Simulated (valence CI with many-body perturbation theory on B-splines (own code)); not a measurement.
Ti⁷⁺: electric-dipole lines

Method: configuration interaction combined with many-body perturbation theory (CI+MBPT): five valence electrons over a frozen Dirac-Fock core [Ne], a basis of 9 s, 9 p, 8 d, 6 f, 3 g, 1 h functions for each j, with the one-electron correlation potential Σ1, the two-electron term Σ2, the three-electron term Σ3, Breit, model QED; selected CI, second order for the rest, scaled by the run's own slope (own B-spline code, finite nucleus).

Against 6 measured levels this calculation errs by 127 cm⁻¹ on average and by 215 at most. These come from a selection out of Corliss and Sugar, J. Phys. Chem. Ref. Data 8, 1 (1979). Levels without a partner in it may be off by more. Among the levels kept, up to 730 cm⁻¹ of a level comes from second order outside the variational space, and about a tenth of that is noise between levels of different J, which matters for small intervals.

Lines 101 to 150 of 175 in falling wavelength, among levels below 459850 cm⁻¹, chosen from the strongest by gf and those to the six lowest levels. Wavelengths and rates use the calculated energies, so an error of 100 cm⁻¹ moves a line at 26.94 nm by 0.027 % and its rate by three times that or more. Electric multipoles are in the length gauge, E1 and E2 with the static RPA response of the core. Weak lines are less certain than strong ones. Lines between different terms over intervals too small for the method are left out, as are lines whose strength nearly cancels.

Names give the largest LS component (configuration and term), which can be under half, so a name can repeat, a term be missing and a line seem to break the LS rules; names also repeat where a configuration has a term twice. Letters in brackets count levels of one name in rising energy.

```
λ vac (nm)                Upper           Lower   A (s⁻¹)  S (a.u.) with core polarisation  S without
     34.29      3s²3p²3d ⁴D_7/2  3s²3p³ ²D°_5/2  1.64e+05                         2.61e-05   2.85e-05
     32.53      3s²3p²3d ⁴F_3/2  3s²3p³ ⁴S°_3/2  9.04e+05                         6.14e-05   6.33e-05
     32.40  3s²3p²3d ²P_3/2 [b]  3s²3p³ ²P°_3/2  2.99e+09                         2.01e-01   2.09e-01
     32.38      3s²3p²3d ⁴F_5/2  3s²3p³ ⁴S°_3/2  2.09e+06                         2.10e-04   2.17e-04
     32.25  3s²3p²3d ²P_3/2 [b]  3s²3p³ ²P°_1/2  7.71e+08                         5.11e-02   5.31e-02
     31.93  3s²3p²3d ²P_1/2 [b]  3s²3p³ ²P°_3/2  5.71e+09                         1.83e-01   1.90e-01
     31.78  3s²3p²3d ²P_1/2 [b]  3s²3p³ ²P°_1/2  3.77e+09                         1.19e-01   1.24e-01
     31.72      3s²3p²3d ⁴P_5/2  3s²3p³ ²P°_3/2  4.71e+06                         4.45e-04   4.55e-04
     31.53      3s²3p²3d ⁴P_3/2  3s²3p³ ²P°_3/2  6.32e+06                         3.91e-04   3.99e-04
     31.45  3s²3p²3d ²F_5/2 [a]  3s²3p³ ⁴S°_3/2  1.58e+07                         1.46e-03   1.50e-03
     31.42      3s²3p²3d ⁴P_1/2  3s²3p³ ²P°_3/2  2.46e+07                         7.54e-04   7.89e-04
     31.39      3s²3p²3d ⁴P_3/2  3s²3p³ ²P°_1/2  1.48e+06                         9.05e-05   9.28e-05
     31.29      3s²3p²3d ⁴D_1/2  3s²3p³ ⁴S°_3/2  1.55e+07                         4.69e-04   4.83e-04
     31.28      3s²3p²3d ⁴P_1/2  3s²3p³ ²P°_1/2  3.88e+07                         1.17e-03   1.22e-03
     31.25      3s²3p²3d ²G_7/2  3s²3p³ ²D°_5/2  4.80e+07                         5.79e-03   5.94e-03
     31.24      3s²3p²3d ⁴D_3/2  3s²3p³ ⁴S°_3/2  5.48e+07                         3.30e-03   3.40e-03
     31.09      3s²3p²3d ⁴D_5/2  3s²3p³ ⁴S°_3/2  6.31e+07                         5.62e-03   5.79e-03
     30.91  3s²3p²3d ²D_3/2 [a]  3s²3p³ ²P°_3/2  8.29e+07                         4.83e-03   4.98e-03
     30.77  3s²3p²3d ²D_3/2 [a]  3s²3p³ ²P°_1/2  1.37e+06                         7.87e-05   9.58e-05
     30.47  3s²3p²3d ²D_5/2 [a]  3s²3p³ ²P°_3/2  4.23e+08                         3.55e-02   3.69e-02
     30.20  3s²3p²3d ²P_3/2 [b]  3s²3p³ ²D°_5/2  3.20e+10                         1.74e+00   1.80e+00
     30.10  3s²3p²3d ²P_3/2 [b]  3s²3p³ ²D°_3/2  8.13e+09                         4.38e-01   4.54e-01
     29.69  3s²3p²3d ²P_1/2 [b]  3s²3p³ ²D°_3/2  3.39e+10                         8.76e-01   9.07e-01
     29.61      3s²3p²3d ⁴P_5/2  3s²3p³ ²D°_5/2  3.37e+08                         2.59e-02   2.68e-02
     29.52      3s²3p²3d ⁴P_5/2  3s²3p³ ²D°_3/2  5.54e+07                         4.22e-03   4.36e-03
     29.45      3s²3p²3d ⁴P_3/2  3s²3p³ ²D°_5/2  1.60e+06                         8.07e-05   8.74e-05
     29.35      3s²3p²3d ⁴P_3/2  3s²3p³ ²D°_3/2  1.88e+08                         9.36e-03   9.70e-03
     29.26      3s²3p²3d ⁴P_1/2  3s²3p³ ²D°_3/2  4.95e+08                         1.22e-02   1.27e-02
     29.08  3s²3p²3d ²D_5/2 [b]  3s²3p³ ²P°_3/2  2.97e+09                         2.17e-01   2.24e-01
     29.04  3s²3p²3d ²D_3/2 [b]  3s²3p³ ²P°_3/2  7.03e+06                         3.40e-04   3.49e-04
     28.92  3s²3p²3d ²D_3/2 [b]  3s²3p³ ²P°_1/2  2.76e+09                         1.32e-01   1.36e-01
     28.90  3s²3p²3d ²D_3/2 [a]  3s²3p³ ²D°_5/2  2.44e+09                         1.16e-01   1.20e-01
     28.82  3s²3p²3d ²D_3/2 [a]  3s²3p³ ²D°_3/2  6.11e+09                         2.89e-01   2.98e-01
     28.52  3s²3p²3d ²D_5/2 [a]  3s²3p³ ²D°_5/2  1.18e+10                         8.12e-01   8.39e-01
     28.44  3s²3p²3d ²D_5/2 [a]  3s²3p³ ²D°_3/2  5.99e+08                         4.08e-02   4.20e-02
     27.97  3s²3p²3d ²P_1/2 [c]  3s²3p³ ²P°_3/2  4.27e+09                         9.22e-02   9.52e-02
     27.86  3s²3p²3d ²P_1/2 [c]  3s²3p³ ²P°_1/2  4.39e+10                         9.38e-01   9.68e-01
     27.76  3s²3p²3d ²P_3/2 [c]  3s²3p³ ²P°_3/2  3.93e+10                         1.66e+00   1.71e+00
     27.65  3s²3p²3d ²P_3/2 [c]  3s²3p³ ²P°_1/2  1.02e+10                         4.25e-01   4.38e-01
     27.63      3s²3p²3d ²S_1/2  3s²3p³ ²P°_3/2  4.11e+10                         8.56e-01   8.85e-01
     27.52      3s²3p²3d ²S_1/2  3s²3p³ ²P°_1/2  3.35e+09                         6.89e-02   7.12e-02
     27.51  3s²3p²3d ²F_5/2 [b]  3s²3p³ ²P°_3/2  3.71e+07                         2.29e-03   2.37e-03
     27.43  3s²3p²3d ²P_3/2 [b]  3s²3p³ ⁴S°_3/2  2.33e+07                         9.48e-04   9.68e-04
     27.30  3s²3p²3d ²D_5/2 [b]  3s²3p³ ²D°_5/2  3.74e+10                         2.25e+00   2.33e+00
     27.26  3s²3p²3d ²D_3/2 [b]  3s²3p³ ²D°_5/2  5.68e+09                         2.27e-01   2.35e-01
     27.22  3s²3p²3d ²D_5/2 [b]  3s²3p³ ²D°_3/2  2.29e+09                         1.37e-01   1.41e-01
     27.18  3s²3p²3d ²D_3/2 [b]  3s²3p³ ²D°_3/2  4.10e+10                         1.63e+00   1.68e+00
     27.09  3s²3p²3d ²P_1/2 [b]  3s²3p³ ⁴S°_3/2  5.70e+08                         1.12e-02   1.15e-02
     26.94      3s²3p²3d ⁴P_5/2  3s²3p³ ⁴S°_3/2  6.01e+10                         3.48e+00   3.59e+00
     26.80      3s²3p²3d ⁴P_3/2  3s²3p³ ⁴S°_3/2  6.12e+10                         2.33e+00   2.40e+00
```
